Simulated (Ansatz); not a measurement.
Au2F2⁻. Total charge -1; doublet. Geometry r2SCAN-D4/def2-TZVPD, basis def2-TZVPD, Ansatz.

```xyz
4

Au   -0.127    0.570    0.193
Au    0.422   -1.895   -0.640
F     1.488    1.318   -0.639
F    -1.783    0.007    1.087
```

```tsv
run	HOMO (eV)	LUMO (eV)
A	-0.71	-0.14
B	-3.58	2.96
C	-1.50	0.75
D	-1.04	0.04
E	-3.14	4.06
```

In the def2 sets Au takes a core potential; there is no spin–orbit coupling. LC-ωPBE has ω = 0.4 bohr⁻¹. Another isomer (doublet) lies 0.19 eV lower at PBE-D4/def2-TZVPD; other spin states weren't run for this one.

HOMO and LUMO are taken over both spins.

The runs used HF, LC-ωPBE, PBE, PBE0, r2SCAN. Estimate which is which.

A PBE (0 % exact exchange); B LC-ωPBE (range-separated); C PBE0 (25 % exact exchange); D r2SCAN (0 % exact exchange); E HF (100 % exact exchange). Exact exchange lowers occupied and raises empty levels; among semilocal functionals meta-GGAs tend to open the gap a little, and such runs are hard to tell apart. The gap grows from 0.57 eV (PBE) to 7.20 eV (HF).
